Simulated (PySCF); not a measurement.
All of these have the formula C6H7BN2. Computed, not measured: TDDFT wB97X-D/def2-SVPD, vertical, gas phase, core orbitals frozen in the response (PySCF 2.14.0, density-fitted response routines). Geometries: PBE0-D3(BJ)/def2-SVP; one conformer of each isolated species. Triplets are in the Tamm–Dancoff approximation. 'Strongest' means the level of largest summed f among the lowest 10 singlets; it needn't be the same kind of state in each.

Question: Rank by computed lowest singlet excitation energy, lowest first.
A. `C(#[N+][BH2-]C#CC)CC#N`
B. `C=CC#CB(C#N)NC`
C. `[BH2-](C#N)[n+]1ccccc1`
D. `C#C[B@@H-](C)[N+]#CCC#N`

Answer: B (4.50 eV), A (4.69 eV), D (4.96 eV), C (5.17 eV).

| SMILES | S1 (eV) | strongest (eV) | gap (eV) | f (strongest) | first f ≥ 0.01 (nm) | T1 (eV) | S1 mainly |
| --- | --- | --- | --- | --- | --- | --- | --- |
| C=CC#CB(C#N)NC | 4.50 | 4.79 | 8.64 | 0.39 | 259 | 3.15 | H-1→L (95%) |
| CC#C[BH2-][N+]#CCC#N | 4.69 | 5.10 | 8.40 | 0.04 | 243 | 4.56 | H→L (80%) |
| C#C[B@@H-](C)[N+]#CCC#N | 4.96 | 5.43 | 8.81 | 0.05 | 228 | 4.84 | H→L (85%) |
| N#C[BH2-][n+]1ccccc1 | 5.17 | 7.14 | 8.89 | 0.33 | 240 | 4.11 | H→L (92%) |

H and L stand for HOMO and LUMO.

- `C=CC#CB(C#N)NC`: Löwdin shares by element: HOMO carbon 76% or more (atoms not listed hold the other 24%); LUMO carbon 44% or more, boron 16% (atoms not listed hold the other 40%).
- `CC#C[BH2-][N+]#CCC#N`: Löwdin shares by element: HOMO carbon 74% or more, boron 10% (atoms not listed hold the other 17%); LUMO carbon 50% or more, nitrogen 27% or more (atoms not listed hold the other 23%).
- `C#C[B@@H-](C)[N+]#CCC#N`: Löwdin shares by element: HOMO carbon 75% or more, boron 11%; LUMO carbon 50% or more, nitrogen 28% or more (atoms not listed hold the other 23%).
- `N#C[BH2-][n+]1ccccc1`: Löwdin shares by element: HOMO boron 23%, nitrogen 21% or more, carbon 16% or more, hydrogen 13% or more (atoms not listed hold the other 27%); LUMO carbon 48% or more, nitrogen 21% or more (atoms not listed hold the other 31%).
